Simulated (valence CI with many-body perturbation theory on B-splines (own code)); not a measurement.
Forbidden lines of Au XV

Calculated by valence CI with perturbative core correlation (CI+MBPT): five valence electrons over a frozen Dirac-Fock core [Kr] 4d10 4f14, a basis of 11 s, 11 p, 10 d, 8 f, 5 g, 2 h functions for each j, with the one-electron correlation potential Σ1, the two-electron term Σ2, the three-electron term Σ3, Breit, model QED; selected CI, second order for the rest, scaled by the run's own slope (own B-spline code, finite nucleus).

No measured spectrum was set against this ion. As an estimate, levels hold to about 250 cm⁻¹ or 0.2 % of their energy and the worst to 1 %, as in measured heavy ions of charge 2 to 7. Only levels of the ground parity were solved; by the run's estimate the other parity begins above the list, which can be wrong where configurations are misplaced.

Lines 1 to 5 of 5 in falling wavelength, among levels below 201520 cm⁻¹, chosen from the decays that carry over 1 % of a level's rate. Wavelengths and rates use the calculated energies, so an error of 400 cm⁻¹ moves a line at 661.2 Å by 0.26 % and its rate by three times that or more. Electric multipoles are in the length gauge, E1 and E2 with the static RPA response of the core. S is in atomic units (e²a₀⁴ for E2 and M2, e²a₀⁶ for E3), for M1 in squared Bohr magnetons. Weak lines are less certain than strong ones. Lines between different terms over intervals too small for the method are left out, as are lines whose strength nearly cancels.

Levels are named by their leading jj configuration (3d3/2^4 stands for four electrons in 3d with j = 3/2), which in mixed levels can hold well under half, so a name can repeat and another be missing.

```json
{"λ vac (Å)": "661.2", "Upper": "(5s^2 5p1/2 5p3/2^2) J=3/2", "Lower": "(5s^2 5p1/2^2 5p3/2) J=3/2", "Type": "M1", "A (s⁻¹)": "7.06e+04", "S (a.u.)": "3.03e+00"}
{"λ vac (Å)": "589.0", "Upper": "(5s^2 5p1/2 5p3/2^2) J=5/2", "Lower": "(5s^2 5p1/2^2 5p3/2) J=3/2", "Type": "M1", "A (s⁻¹)": "1.30e+04", "S (a.u.)": "5.91e-01"}
{"λ vac (Å)": "589.0", "Upper": "(5s^2 5p1/2 5p3/2^2) J=5/2", "Lower": "(5s^2 5p1/2^2 5p3/2) J=3/2", "Type": "E2", "A (s⁻¹)": "3.28e+03", "S (a.u.)": "1.24e+00"}
{"λ vac (Å)": "516.2", "Upper": "(5s^2 5p1/2 5p3/2^2) J=1/2", "Lower": "(5s^2 5p1/2^2 5p3/2) J=3/2", "Type": "M1", "A (s⁻¹)": "5.65e+04", "S (a.u.)": "5.76e-01"}
{"λ vac (Å)": "516.2", "Upper": "(5s^2 5p1/2 5p3/2^2) J=1/2", "Lower": "(5s^2 5p1/2^2 5p3/2) J=3/2", "Type": "E2", "A (s⁻¹)": "4.38e+03", "S (a.u.)": "2.87e-01"}
```
